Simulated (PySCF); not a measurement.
A structure optimised at PBE-D3(BJ)/def2-SVP, used in a PySCF frequency run:

```
Te
Cl 1 2.3815
Cl 1 2.3815 2 100.24
Cl 1 2.4750 2 91.53 3 91.83
Cl 1 2.4750 2 91.53 4 176.33
```
Charge 0, spin multiplicity 1.

**Question.** Write its SMILES, formula and point group.

**Answer.** Cl[Te](Cl)(Cl)Cl, Cl4Te, C2v

**Question.** What are its rotational constants (standard atomic weights)?

**Answer.** 1.3845, 0.89961, 0.75391 GHz
